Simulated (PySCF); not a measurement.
## Radial density of Zr⁺ (zirconium, charge +1)

M06-2X, [Kr] 4d2 5s1, high-spin 4F determinant. All numbers are calculated (PySCF 2.14, a scalar-relativistic core potential, in def2-TZVPPD with the def2 core potential (28 electrons) (6s4p3d2f1g, 56 functions)). This is the valence pseudo-density: the core potential removes the inner electrons and smooths the orbitals near the nucleus.

```
r (bohr)  4πr²ρ (e/bohr)  4πr²(ρα − ρβ)
  0.0483       1.228e-05         0.0000
  0.0812       4.990e-05         0.0000
   0.137       0.0002896         0.0000
   0.230        0.003014         0.0003
   0.386         0.07515         0.0077
   0.650           2.001         0.1472
    1.09           8.574         0.7551
    1.84           3.941         1.0550
    3.09          0.8394         0.7392
    5.20          0.1137         0.1135
    8.75       0.0004252         0.0004
```

Energies and moments cover only the electrons outside the core potential.
